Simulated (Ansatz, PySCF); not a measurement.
C₄H₄O₂, SMILES Oc1ccco1. Atoms are numbered in the order given.

```xyz
10

O      0.1605     1.9890     0.0000
C     -0.0550     0.6739     0.0000
C     -1.1717    -0.1150     0.0000
C     -0.6715    -1.4606     0.0000
C      0.6836    -1.3688     0.0000
O      1.0596    -0.0579     0.0000
H     -0.6903     2.4391     0.0000
H     -2.2080     0.2141     0.0000
H     -1.2574    -2.3773     0.0000
H      1.4910    -2.0944     0.0000
```
Charge 0, spin multiplicity 1.

Coordinates come from a PBE0-D3(BJ)/def2-SVP optimisation. Other conformers were not sampled.

Two levels are set side by side: PBE-D3(BJ)/def2-SVP (Ansatz, an electronic-structure program) and PBE0-D3(BJ)/def2-SVP (Ansatz). Each level has its own optimised geometry; the coordinates shown are those of the second. Frequencies come from the Hessian of PySCF at each geometry. Differences are taken from unrounded values.

```csv
quantity,PBE0-D3(BJ)
mean bond length (Å),1.241
bond O1–C2 (Å),1.333
bond C2–C3 (Å),1.367
bond C2–O6 (Å),1.333
bond C3–C4 (Å),1.436
bond C4–C5 (Å),1.358
bond C5–O6 (Å),1.364
bond O1–H7 (Å),0.963
bond C3–H8 (Å),1.087
bond C4–H9 (Å),1.088
bond C5–H10 (Å),1.085
highest harmonic wavenumber (cm⁻¹),3913
mean harmonic wavenumber (cm⁻¹),1378
zero-point energy (kcal/mol),47.26
```

### Question
What does PBE-D3(BJ) give, and how far is it from PBE0-D3(BJ)? (Estimate from the structure and the level; the computed values follow.)

### Answer

```json
[
 {"quantity": "mean bond length (Å)", "PBE-D3(BJ)": "1.253", "PBE-D3(BJ) minus PBE0-D3(BJ)": "0.011"},
 {"quantity": "bond O1–C2 (Å)", "PBE-D3(BJ)": "1.346", "PBE-D3(BJ) minus PBE0-D3(BJ)": "0.013"},
 {"quantity": "bond C2–C3 (Å)", "PBE-D3(BJ)": "1.380", "PBE-D3(BJ) minus PBE0-D3(BJ)": "0.013"},
 {"quantity": "bond C2–O6 (Å)", "PBE-D3(BJ)": "1.350", "PBE-D3(BJ) minus PBE0-D3(BJ)": "0.017"},
 {"quantity": "bond C3–C4 (Å)", "PBE-D3(BJ)": "1.441", "PBE-D3(BJ) minus PBE0-D3(BJ)": "0.006"},
 {"quantity": "bond C4–C5 (Å)", "PBE-D3(BJ)": "1.371", "PBE-D3(BJ) minus PBE0-D3(BJ)": "0.013"},
 {"quantity": "bond C5–O6 (Å)", "PBE-D3(BJ)": "1.379", "PBE-D3(BJ) minus PBE0-D3(BJ)": "0.015"},
 {"quantity": "bond O1–H7 (Å)", "PBE-D3(BJ)": "0.974", "PBE-D3(BJ) minus PBE0-D3(BJ)": "0.011"},
 {"quantity": "bond C3–H8 (Å)", "PBE-D3(BJ)": "1.095", "PBE-D3(BJ) minus PBE0-D3(BJ)": "0.008"},
 {"quantity": "bond C4–H9 (Å)", "PBE-D3(BJ)": "1.096", "PBE-D3(BJ) minus PBE0-D3(BJ)": "0.008"},
 {"quantity": "bond C5–H10 (Å)", "PBE-D3(BJ)": "1.093", "PBE-D3(BJ) minus PBE0-D3(BJ)": "0.008"},
 {"quantity": "highest harmonic wavenumber (cm⁻¹)", "PBE-D3(BJ)": "3744", "PBE-D3(BJ) minus PBE0-D3(BJ)": "-169"},
 {"quantity": "mean harmonic wavenumber (cm⁻¹)", "PBE-D3(BJ)": "1324", "PBE-D3(BJ) minus PBE0-D3(BJ)": "-53"},
 {"quantity": "zero-point energy (kcal/mol)", "PBE-D3(BJ)": "45.44", "PBE-D3(BJ) minus PBE0-D3(BJ)": "-1.83"}
]
```

GGA bonds tend to be longer and softer than those of functionals with exact exchange. Differences between two approximate levels are no errors against the true value.
